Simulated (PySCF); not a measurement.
Computed IR spectrum (relative IR intensity) of a molecule C₄H₆ClF. The structure is a stationary point at PBE-D3(BJ)/def2-SVP. The values are those of a single conformer. Computed with PBE-D3(BJ)/def2-SVP (PySCF 2.14.0). Frequencies are harmonic and unscaled.

Lines under 2 % of the strongest are left out, and lines within 2 cm⁻¹ are merged.

| ν (cm⁻¹) | relative intensity |
|---|---|
| 246 | 5.3 |
| 282 | 3.4 |
| 346 | 2.0 |
| 456 | 3.8 |
| 547 | 8.5 |
| 707 | 7.0 |
| 782 | 12 |
| 802 | 18 |
| 918 | 48 |
| 1030 | 16 |
| 1053 | 5.8 |
| 1092 | 78 |
| 1151 | 100 |
| 1238 | 17 |
| 1263 | 3.7 |
| 1324 | 3.2 |
| 1341 | 3.6 |
| 1394 | 5.5 |
| 1416 | 8.7 |
| 1431 | 7.9 |
| 1689 | 23 |
| 2971 | 15 |
| 2979 | 28 |
| 3038 | 2.1 |
| 3073 | 20 |
| 3076 | 16 |
| 3143 | 4.0 |

Q: Which molecule gave these data?
A. C/C(F)=C(\C)Cl
B. C[C@H]1C[C@]1(F)Cl
C. CC/C(Cl)=C\F
D. C[C@@H]1[C@H](F)[C@@H]1Cl

A: C, CC/C(Cl)=C\F
